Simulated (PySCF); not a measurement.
Species: AlEt2Cl, C4H10AlCl.
SMILES: `C[CH2][Al]([Cl])[CH2]C`

The closed-shell ground state was solved at several levels (PySCF, density fitting, gas phase, non-relativistic). Isolated species at its PBE0-D3(BJ)/def2-SVP geometry (one conformer only).

| level | basis functions | HOMO (eV) | LUMO (eV) | gap (eV) | dipole (D) |
| --- | --- | --- | --- | --- | --- |
| PBE0/pcSseg-1 (pcSseg-2 on Al) | 185 | -7.41 | -0.74 | 6.67 | 2.33 |
| B3LYP/pcSseg-1 (pcSseg-2 on Al) | 185 | -7.19 | -0.93 | 6.26 | 2.28 |
| CAM-B3LYP/def2-SVPD | 211 | -8.74 | 0.22 | 8.96 | 2.29 |

Question: What might PBE/pcSseg-1 (pcSseg-2 on Al) (185 basis functions) give for the same quantities?

Answer: HOMO -6.15 eV, LUMO -1.49 eV, gap 4.66 eV, dipole 2.23 D.

Question: Over all these levels, which gives the widest orbital gap and which the narrowest?

Answer: CAM-B3LYP/def2-SVPD (range-separated hybrid) has the widest, 8.96 eV, and PBE/pcSseg-1 (pcSseg-2 on Al) (GGA) the narrowest, 4.66 eV. Functional and basis both differ between the two, so the spread mixes both effects.

Question: In the pcSseg-1 (pcSseg-2 on Al) basis, how does the gap go with the fixed share of exact exchange?

Answer: PBE (0 %) 4.66 eV; B3LYP (20 %) 6.26 eV; PBE0 (25 %) 6.67 eV. Each rise in the share widens the gap here.

Question: How far do the dipole and the HOMO energy spread over the levels?

Answer: The dipole runs from 2.23 to 2.33 D (mean 2.28 D) and the HOMO from -8.74 to -6.15 eV.
